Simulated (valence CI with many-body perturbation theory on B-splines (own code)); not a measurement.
## Xe XLVIII: E2, E3, M1, M2 decay

Level of theory: relativistic CI+MBPT: five valence electrons over a frozen Dirac-Fock core [He], radial functions for each j: 9 s, 9 p, 8 d, 6 f, 3 g, 1 h, with the one-electron correlation potential Σ1, the two-electron term Σ2, the three-electron term Σ3, Breit, model QED; selected CI, second order for the rest (own B-spline code, finite nucleus).

The last digits are not significant, and no measured levels were compared; by estimate large intervals hold to a few tenths of a per cent, small ones and those within an open d or f shell to about a per cent. Among the levels kept, up to 1800 cm⁻¹ of a level comes from second order outside the variational space, and about a tenth of that is noise between levels of different J, which matters for small intervals.

Lines 1 to 45 of 45 in falling wavelength, among levels below 43340 × 10³ cm⁻¹, chosen from the decays that carry over 1 % of a level's rate. Wavelengths and rates use the calculated energies. Electric multipoles are in the length gauge, E1 and E2 with the static RPA response of the core. S is in atomic units (e²a₀⁴ for E2 and M2, e²a₀⁶ for E3), for M1 in squared Bohr magnetons. Weak lines are less certain than strong ones. Lines between different terms over intervals too small for the method are left out, as are lines whose strength nearly cancels. The highest levels of a list are the least certain.

Levels are named by their leading jj configuration (3d3/2^4 stands for four electrons in 3d with j = 3/2), which in mixed levels can hold well under half, so a name can repeat and another be missing. Letters in brackets count levels of one name in rising energy.

```csv
λ vac (Å),Upper,Lower,Type,A (s⁻¹),S (a.u.)
38.47,(2s^2 2p1/2 2p3/2^2) J=3/2,(2s^2 2p1/2^2 2p3/2) J=3/2,M1,3.39e+08,2.87e+00
38.33,(2s^2 2p3/2^3) J=3/2,(2s^2 2p1/2 2p3/2^2) J=1/2,M1,8.31e+07,6.94e-01
36.22,(2s^2 2p1/2 2p3/2^2) J=5/2,(2s^2 2p1/2^2 2p3/2) J=3/2,M1,5.80e+07,6.13e-01
34.96,(2s^2 2p3/2^3) J=3/2,(2s^2 2p1/2 2p3/2^2) J=5/2,M1,1.07e+08,6.79e-01
33.19,(2s^2 2p1/2 2p3/2^2) J=1/2,(2s^2 2p1/2^2 2p3/2) J=3/2,M1,2.25e+08,6.09e-01
33.09,(2s^2 2p3/2^3) J=3/2,(2s^2 2p1/2 2p3/2^2) J=3/2,M1,4.41e+08,2.37e+00
2.905,(2s^2 2p1/2 2p3/2 3d5/2) J=9/2,(2s 2p1/2 2p3/2^3) J=5/2,E2,5.55e+08,1.03e-06
2.695,(2s^2 2p1/2 2p3/2 3p1/2) J=3/2 [a],(2s^2 2p1/2 2p3/2^2) J=1/2,E2,3.84e+10,1.95e-05
2.688,(2s^2 2p1/2 2p3/2 3p1/2) J=5/2,(2s^2 2p1/2 2p3/2^2) J=1/2,E2,6.83e+10,5.13e-05
2.680,(2s^2 2p1/2 2p3/2 3p1/2) J=1/2,(2s^2 2p1/2 2p3/2^2) J=5/2,E2,8.26e+10,2.04e-05
2.674,(2s^2 2p1/2 2p3/2 3p1/2) J=3/2 [b],(2s^2 2p1/2 2p3/2^2) J=1/2,E2,2.79e+10,1.36e-05
2.672,(2s^2 2p1/2^2 3p1/2) J=1/2,(2s^2 2p1/2^2 2p3/2) J=3/2,E2,3.73e+11,9.06e-05
2.670,(2s^2 2p3/2^2 3p1/2) J=3/2,(2s^2 2p3/2^3) J=3/2,E2,7.72e+10,3.74e-05
2.670,(2s^2 2p1/2 2p3/2 3p1/2) J=5/2,(2s^2 2p1/2 2p3/2^2) J=5/2,E2,2.14e+11,1.56e-04
2.669,(2s^2 2p1/2 2p3/2 3p1/2) J=1/2,(2s^2 2p1/2 2p3/2^2) J=3/2,E2,1.22e+11,2.96e-05
2.668,(2s^2 2p3/2^2 3p1/2) J=5/2,(2s^2 2p3/2^3) J=3/2,E2,2.54e+11,1.84e-04
2.665,(2s^2 2p1/2 2p3/2 3p1/2) J=3/2 [a],(2s^2 2p1/2 2p3/2^2) J=3/2,E2,2.35e+11,1.13e-04
2.659,(2s^2 2p1/2 2p3/2 3p1/2) J=5/2,(2s^2 2p1/2 2p3/2^2) J=3/2,E2,5.27e+10,3.75e-05
2.656,(2s^2 2p1/2 2p3/2 3p1/2) J=3/2 [b],(2s^2 2p1/2 2p3/2^2) J=5/2,E2,2.11e+11,9.95e-05
2.635,(2s^2 2p1/2 2p3/2 3p3/2) J=3/2 [a],(2s^2 2p1/2 2p3/2^2) J=1/2,E2,1.28e+10,5.82e-06
2.627,(2s 2p1/2^2 2p3/2 3p3/2) J=7/2,(2s 2p1/2^2 2p3/2^2) J=5/2,E2,1.11e+11,9.94e-05
2.621,(2s 2p1/2^2 2p3/2 3p3/2) J=1/2 [b],(2s 2p1/2^2 2p3/2^2) J=3/2,E2,2.02e+11,4.47e-05
2.621,(2s^2 2p1/2 2p3/2 3p3/2) J=1/2 [a],(2s^2 2p1/2 2p3/2^2) J=5/2,E2,3.22e+10,7.11e-06
2.619,(2s^2 2p1/2 2p3/2 3p3/2) J=5/2 [b],(2s^2 2p1/2 2p3/2^2) J=1/2,E2,5.48e+10,3.62e-05
2.618,(2s^2 2p1/2 2p3/2 3p3/2) J=3/2 [a],(2s^2 2p1/2 2p3/2^2) J=5/2,E2,7.63e+10,3.35e-05
2.615,(2s^2 2p1/2 2p3/2 3p3/2) J=5/2 [a],(2s^2 2p1/2 2p3/2^2) J=3/2,E2,9.48e+10,6.20e-05
2.614,(2s^2 2p1/2 2p3/2 3p3/2) J=7/2,(2s^2 2p1/2 2p3/2^2) J=5/2,E2,1.26e+11,1.10e-04
2.611,(2s^2 2p1/2^2 3p3/2) J=3/2,(2s^2 2p1/2^2 2p3/2) J=3/2,E2,1.88e+11,8.14e-05
2.610,(2s^2 2p1/2 2p3/2 3p3/2) J=1/2 [a],(2s^2 2p1/2 2p3/2^2) J=3/2,E2,1.21e+11,2.62e-05
2.607,(2s^2 2p1/2 2p3/2 3p3/2) J=3/2 [a],(2s^2 2p1/2 2p3/2^2) J=3/2,E2,4.50e+10,1.94e-05
2.603,(2s^2 2p1/2 2p3/2 3p3/2) J=7/2,(2s^2 2p1/2 2p3/2^2) J=3/2,E2,1.46e+10,1.24e-05
2.598,(2s^2 2p1/2 2p3/2 3p3/2) J=1/2 [b],(2s^2 2p1/2 2p3/2^2) J=5/2,E2,2.48e+11,5.25e-05
2.587,(2s^2 2p1/2 2p3/2 3p3/2) J=1/2 [b],(2s^2 2p1/2 2p3/2^2) J=3/2,E2,1.29e+11,2.66e-05
2.583,(2s 2p1/2^2 2p3/2 3p3/2) J=1/2 [b],(2s 2p1/2^2 2p3/2^2) J=5/2,E2,6.95e+10,1.43e-05
2.576,(2s 2p1/2^2 2p3/2 3d5/2) J=9/2,(2s 2p1/2^2 2p3/2^2) J=5/2,M2,5.38e+09,5.45e-06
2.561,(2s^2 2p1/2 2p3/2 3d5/2) J=9/2,(2s^2 2p1/2 2p3/2^2) J=5/2,M2,5.22e+09,5.14e-06
2.561,(2s^2 2p1/2 2p3/2 3d5/2) J=9/2,(2s^2 2p1/2 2p3/2^2) J=5/2,E3,3.06e+08,7.04e-06
2.474,(2s 2p1/2^2 2p3/2 3d5/2) J=9/2,(2s^2 2p1/2 2p3/2^2) J=5/2,E2,1.31e+09,1.08e-06
2.444,(2s^2 2p1/2 2p3/2 3p3/2) J=1/2 [a],(2s^2 2p1/2^2 2p3/2) J=3/2,E2,7.17e+10,1.12e-05
2.441,(2s^2 2p1/2 2p3/2 3p3/2) J=3/2 [a],(2s^2 2p1/2^2 2p3/2) J=3/2,E2,1.59e+11,4.94e-05
2.438,(2s^2 2p1/2 2p3/2 3p3/2) J=7/2,(2s^2 2p1/2^2 2p3/2) J=3/2,E2,1.78e+11,1.09e-04
2.428,(2s^2 2p1/2 2p3/2 3p3/2) J=5/2 [b],(2s^2 2p1/2^2 2p3/2) J=3/2,E2,7.84e+10,3.54e-05
2.424,(2s^2 2p1/2 2p3/2 3p3/2) J=1/2 [b],(2s^2 2p1/2^2 2p3/2) J=3/2,E2,8.74e+10,1.31e-05
2.392,(2s^2 2p1/2 2p3/2 3d5/2) J=9/2,(2s^2 2p1/2^2 2p3/2) J=3/2,E3,6.00e+08,8.54e-06
2.325,(2s 2p1/2^2 2p3/2 3d3/2) J=7/2,(2s^2 2p1/2^2 2p3/2) J=3/2,E2,3.38e+11,1.64e-04
```
